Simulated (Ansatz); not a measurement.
The same path of C$_{3}$H$_{8}$BClS (14 atoms, charge 0, multiplicity 1) was run twice with different band settings. Lost on the way: C1–B2, S3–H10. Made: C1–H10.

Level of theory: RKS PBE0/6-31G in Ansatz 0.2.0.

Relaxed end points:

```xyz
14
Properties=species:S:1:pos:R:3
C -0.173 -1.896 0.198
B 0.537 -0.517 0.433
S 2.338 -0.522 0.709
C -0.346 0.795 0.376
C -0.672 1.198 -1.061
Cl 0.445 2.295 1.229
H -0.975 -1.835 -0.548
H 0.512 -2.698 -0.091
H -0.652 -2.202 1.141
H 2.518 0.817 0.969
H -1.269 0.657 0.949
H 0.239 1.415 -1.626
H -1.201 0.379 -1.564
H -1.312 2.084 -1.084
```

```xyz
14
Properties=species:S:1:pos:R:3
C -0.255 -2.375 1.446
B 1.444 0.462 -0.714
S 2.921 -0.093 -1.161
C 0.038 0.973 -0.361
C -0.558 1.967 -1.347
Cl 0.192 1.786 1.348
H -1.142 -2.464 0.813
H 0.646 -2.426 0.831
H -0.246 -3.197 2.165
H -0.278 -1.426 1.988
H -0.644 0.135 -0.181
H 0.091 2.836 -1.478
H -0.688 1.481 -2.322
H -1.535 2.310 -0.999
```

Common settings: movable images 7; climbing image yes; spring 5.0 eV/Å²; optimiser quadratic models (default); start path through a guess of the saddle point; end points relaxed.

| run | force threshold | iteration limit |
| --- | --- | --- |
| 1 | 0.03 eV/Å | 33 |
| 2 | 0.5 eV/Å | 21 |

**Question.** What does each run give, and how far can it be trusted?

**Answer.** Run 1: converged after 26 iterations, highest image 2.338 eV above the first end. The profile has 3 maxima (images 1, 3, 5) with wells between them (images 2, 4): this band takes more than one step, which may be the mechanism or a detour left from its start path. Neighbouring images differ by up to 2.3 eV, so the band resolves the path poorly. A vibrational analysis at the climbing image gives one clearly imaginary mode, 1160i cm⁻¹: a first-order saddle point.
Run 2: converged after 14 iterations, highest image 2.355 eV above the first end. The threshold of 0.5 eV/Å is loose, so the images may lie well off the minimum-energy path. The profile has 2 maxima (images 3, 5) with wells between them (image 4): this band takes more than one step, which may be the mechanism or a detour left from its start path. Neighbouring images differ by up to 2.3 eV, so the band resolves the path poorly. The order of the stationary point at the top wasn't checked.
The orbitals stay closed-shell, which can raise the energy where a bond breaks towards radicals; this wasn't checked here. Limits of this set-up: no polarisation functions.
